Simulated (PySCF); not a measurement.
C₄H₄F₂, SMILES C1=CCC1(F)F. Heavy atoms are numbered as in [F:1][C:2]1([F:3])[CH:4]=[CH:5][CH2:6]1. Hydrogens are named by the atom that carries them.

Coordinates come from a B3LYP-D3(BJ)/def2-SVP optimisation.

All values below come from PySCF with PBE/def2-TZVP.

ESP charges are fitted to the potential on shells at 1.4 to 2.0 van der Waals radii. Atomic charges (e), one atom of each kind:

| atom | Mulliken | ESP fit |
|---|---|---|
| F1 | -0.17 | (withheld) |
| C2 | 0.42 | (withheld) |
| C4 (CH) | -0.23 | (withheld) |
| C5 (CH) | -0.13 | 0.01 |
| C6 (CH2) | -0.18 | (withheld) |
| H on C4 | 0.12 | 0.20 |
| H on C5 | 0.12 | 0.13 |
| H on C6 | 0.10 | 0.16 |

### Question
Fill in the missing entries. (An estimate is asked for; the answer gives what the named calculation found.)

### Answer

- F1, ESP fit: -0.24
- C2, ESP fit: 0.65
- C4 (CH), ESP fit: -0.38
- C6 (CH2), ESP fit: -0.43

Computed Mayer and Wiberg (Löwdin basis) orders of the bonds:
| bond | Mayer | Wiberg |
|---|---|---|
| F1–C2 | 1.14 | 1.72 |
| C2–F3 | 1.14 | 1.72 |
| C2–C4 | 1.01 | 1.13 |
| C4–C5 | 1.78 | 1.97 |
| C2–C6 | 1.04 | 1.08 |
| C5–C6 | 1.04 | 1.18 |
